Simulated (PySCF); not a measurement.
Q: Write Cartesian coordinates for `C[S][GaH2-][NH3+]` as optimised with PBE0-D3(BJ)/def2-SVP.

A: 
```
atom  x, y, z in Å
C1     2.111   -0.553   -0.289
S2     1.134   -0.283    1.230
Ga3   -0.451    1.144    0.517
N4    -1.914   -0.329   -0.059
H5     2.324    0.394   -0.804
H6     1.607   -1.233   -0.992
H7     3.066   -1.011    0.004
H8    -1.250    1.840    1.681
H9    -0.159    1.814   -0.880
H10   -2.774    0.035   -0.471
H11   -2.160   -0.866    0.773
H12   -1.494   -0.981   -0.721
```

Any rigid rotation of these coordinates is as good. Atoms count from 1 in this order. Ga3 (gallium bonded to N, S and 2 H) is distorted tetrahedral (angles from 97.4° to 124.2°). N4 (nitrogen bonded to Ga and 3 H) is distorted tetrahedral (angles from 107.0° to 115.9°). S2 (sulfur bonded to C and Ga) is bent (angle 102.0°).

Bonds between heavy atoms (Å): C1–S2 1.825, S2–Ga3 2.249, Ga3–N4 2.155.

Level of theory: PBE0-D3(BJ)/def2-SVP geometry optimisation, gas phase (PySCF 2.14.0).

Point group: C1 (no symmetry element, even within 0.4 Å). Not checked by PBE0-D3(BJ)/def2-SVP frequencies. One conformer, not necessarily the lowest (C1–S2–Ga3–N4 91°).

On an Intel Xeon Platinum 8259CL at 2.50 GHz with one thread, shared host, this took 2.5 min of wall time and 0.50 GiB of memory at its peak. This is the geometry optimisation.
